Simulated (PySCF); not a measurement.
**Correlation energy of Zn¹⁷⁺ (zinc, charge +17)**

[Ne] 3s2 3p1, 2P determinant. Calculation: PySCF 2.14, in an uncontracted even-tempered set (17 s from 1.2 bohr⁻², ratio 2.5; 11 p from 1.6 bohr⁻², ratio 2.5; 5 d from 7.8 bohr⁻², ratio 2.7; 4 f from 12 bohr⁻², ratio 2.7); the non-relativistic Hamiltonian (point nucleus). Frozen: 1s2; 11 electrons correlated; the 18 highest virtual orbitals of each spin left out.

| level | correlation energy (mhartree) |
| --- | --- |
| CCSD | -454.32 |
| (T) | -2.42 |
| CCSD(T) | -456.74 |

Diagnostics: T1 = 0.0021, D1 = 0.0093, largest double amplitude 0.089.

**Question.** Is a single reference adequate?

**Answer.** Mostly. T1 lies below 0.03, but a double amplitude of this size points to a near-degeneracy that CCSD handles and MP2 describes poorly.
